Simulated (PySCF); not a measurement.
CHO₂, SMILES O=[C]O, multiplicity 2. Coordinates come from a PBE-D3(BJ)/def2-TZVP optimisation. The isomer is the one that the SMILES or the coordinates give; other isomers of the formula were not compared. One conformer was computed; it need not be the lowest.

Q: Give the equilibrium geometry at PBE-D3(BJ)/def2-TZVP (PySCF confirms it by a frequency run) as bond lengths and angles, and its point group. (The exact figures need the calculation; the answer reports its results.)

A: One answer among several that fit: point group Cs.
Atoms: O1 C2 O3 H4. Bonds (Å): O1–C2 1.193, C2–O3 1.330, O3–H4 0.991. Bond angles (°): O1–C2–O3 131.1, C2–O3–H4 109.0.
Charge 0, spin multiplicity 2.
